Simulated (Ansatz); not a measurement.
[closo-1-(NH3)B7H6]- (B7NH9⁻), 17 atoms. Hardware: 4 threads of Intel Xeon on a shared host.

Correlated methods freeze 8 core orbitals.

How many basis functions does each of these Ansatz runs have, and roughly what does it cost? PBE0-D4/def2-TZVPD, charge 0 doublet, energy, from earlier orbitals; PBE-D4/def2-SVPD, charge 0 doublet, relaxation, 10 steps; PBE-D4/def2-TZVPD, charge 0 doublet at the geometry of the charge -1 singlet, energy; PBE-D4/def2-TZVPD, charge -1 singlet, energy, from earlier orbitals; r2SCANh-D4/def2-TZVPD, charge -1 singlet, energy and forces, from earlier orbitals; CCSD(T)/def2-SVPD, charge -1 singlet, energy, from earlier orbitals; RPA@PBE/def2-SVPD, charge -1 singlet, energy, from earlier orbitals; BLYP-D4/def2-TZVPD, charge -1 singlet, energy, from earlier orbitals; HSE06-D4/def2-TZVPD, charge -1 singlet, energy, from earlier orbitals; PBE-D4/def2-SVPD, charge -1 singlet, energy, from earlier orbitals; PBE-D4/def2-SVPD, charge -1 singlet, relaxation, 6 steps; HF/6-31G, charge -1 singlet, energy.

Other jobs shared the machine, so times can vary by a factor of up to 3. A dash marks memory too small to be measured apart from the calling script's.

```
                                                                                 run  functions  fitting or Cholesky vectors  wall time  peak host memory (GiB)
                                                 HF/6-31G, charge -1 singlet, energy         90                         1302      1.6 s                       –
                  PBE-D4/def2-SVPD, charge -1 singlet, energy, from earlier orbitals        232                         1864      6.5 s                       –
                 PBE-D4/def2-TZVPD, charge -1 singlet, energy, from earlier orbitals        377                         1793       11 s                       –
                BLYP-D4/def2-TZVPD, charge -1 singlet, energy, from earlier orbitals        377                         1793       13 s                       –
                 RPA@PBE/def2-SVPD, charge -1 singlet, energy, from earlier orbitals        232                         2298       17 s                     0.9
               HSE06-D4/def2-TZVPD, charge -1 singlet, energy, from earlier orbitals        377                         1793       22 s                     1.2
                            PBE-D4/def2-SVPD, charge -1 singlet, relaxation, 6 steps        232                         1864       28 s                       –
  r2SCANh-D4/def2-TZVPD, charge -1 singlet, energy and forces, from earlier orbitals        377                         1793       31 s                     1.1
                 PBE0-D4/def2-TZVPD, charge 0 doublet, energy, from earlier orbitals        377                         1793       48 s                     1.3
                            PBE-D4/def2-SVPD, charge 0 doublet, relaxation, 10 steps        232                         1864       95 s                     0.9
PBE-D4/def2-TZVPD, charge 0 doublet at the geometry of the charge -1 singlet, energy        377                         1793    1.8 min                     1.8
                 CCSD(T)/def2-SVPD, charge -1 singlet, energy, from earlier orbitals        232                         2298    7.9 min                       3
```
